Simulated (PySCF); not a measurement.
## CaS⁺: one state, many levels of theory

State: ²Π (doublet), unpaired electrons π ↑. Set-up: PySCF, no relativity, basis sets Ca aug-pcseg-1, S aug-pcseg-1. De refers to Ca⁺ + S in their high-spin ground configurations, without counterpoise correction. The functionals are run spin-unrestricted. A positive dipole points towards S; it is taken about the centre of mass and depends on that origin.

```
      Level  Re (Å)  ωe (cm⁻¹)  De (eV)   μ (D)
        UHF   2.540        383     1.40  -11.88
    UHF-MP2   2.545        369     2.13     n/a
UHF-SCS-MP2   2.548        368     2.12     n/a
   UHF-CCSD   2.553        364     2.06     n/a
UHF-CCSD(T)   2.557        360     2.13     n/a
        PBE   2.467        389     3.12   -9.21
     r²SCAN   2.470        398     3.14   -9.86
      M06-L   2.475        399     3.54  -10.04
       PBE0   2.465        399     2.88   -9.91
       MN15   2.452        403     2.99  -10.33
     B2PLYP   2.501        383     2.51  -10.70
```

(1) Which functional lies closest to UHF-CCSD(T) in De, which farthest, and by how much do they differ from it?

(2) What does a quarter of exact exchange do here, going from PBE to PBE0?

(3) What does the step from GGA to meta-GGA do here, going from PBE to r²SCAN?

Correlated steps freeze 10 core orbitals. Correlated levels converge slowly with the basis: in double zeta they bind strong bonds too weakly, by up to about 1 eV, and carry superposition errors of some tenths. For an ion De counts to the pair picked by the measured ionisation energies or electron affinities, which need not be the lowest pair at this level. B2PLYP dipoles, levels and charges come from its SCF part alone. The state is the lowest determinant that a PBE0 search found; another state may lie lower at other levels.

The whole job (state search and all levels along the bond) took about 3.2 min on 1 thread of Arm Neoverse V2 (shared host), peak memory 0.79 GiB.

Results:

(1) Closest is B2PLYP (-5.6 pm in Re, +6.4 % in ωe, +0.38 eV in De against UHF-CCSD(T) in the same basis), farthest M06-L (-8.2 pm in Re, +10.8 % in ωe, +1.41 eV in De). CCSD(T) converges more slowly with the basis than the functionals do and binds too weakly in this one, so the order can change at the basis-set limit.

(2) PBE0 less PBE: -0.2 pm in Re, +2.6 % in ωe, -0.24 eV in De. Exact exchange removes part of the self-interaction that spreads semilocal densities, and in most molecules shortens and stiffens the bond and lowers De; so it does here.

(3) r²SCAN less PBE: +0.3 pm in Re, +2.3 % in ωe, +0.02 eV in De.
